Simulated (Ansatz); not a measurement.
Ideal-gas functions of BrClH2OSSi, SMILES `O[Si](S)(Cl)Br` at 298.15 K and 1 bar, from an Ansatz frequency run at PBE0-D4/def2-TZVP.

Molar mass 193.53 g/mol, point group C1 (symmetry number 1), electronic degeneracy 1, moments of inertia 284.807, 453.739, 565.583 u Å². Harmonic wavenumbers (cm⁻¹, unscaled): 88, 134, 180, 200, 218, 251, 257, 385, 536, 592, 764, 833, 959, 2713, 3911.

Use S(trans) = R[1.5 ln M + 2.5 ln T − 1.1517]; rotational temperatures θ = 24.2544 K / I; S(rot) = R[ln(√π/σ · √(T³/θAθBθC)) + 1.5]; for each mode x = 1.438777 ν̃/T, S = R[x/(eˣ − 1) − ln(1 − e⁻ˣ)] and H = RT x/(eˣ − 1); 1 cm⁻¹ = 0.0119627 kJ/mol; R = 8.31446 J/(mol·K).

Q: By hand: the entropy, in J/(mol·K).

A: Translation 174.5. Rotation: θ = 0.0852, 0.0535, 0.0429 K, giving 123.8. Vibration, mode by mode: 15.50, 12.08, 9.74, 8.92, 8.27, 7.21, 7.04, 4.27, 2.40, 1.94, 1.00, 0.76, 0.46, 0.00, 0.00, in all 79.6. Electronic 0.0. Sum 377.9 J/(mol·K).

Q: By hand: H − E and G − E in kJ/mol, counted from the electronic energy.

A: Zero-point energy ½ × 12021 × 0.0119627 = 71.9; thermal vibration 13.0; translation, rotation and pV give 4 RT = 9.9. H − E = 94.8 kJ/mol, and G − E = 94.8 − 298.15 × 377.9/1000 = -17.9 kJ/mol.

Vibration gives 21 % of the entropy, 27.6 J/(mol·K) of it from the modes under 150 cm⁻¹: soft modes count most, and the harmonic formula is weakest for them. The sum counts one conformer and one mirror image; others add a mixing term.
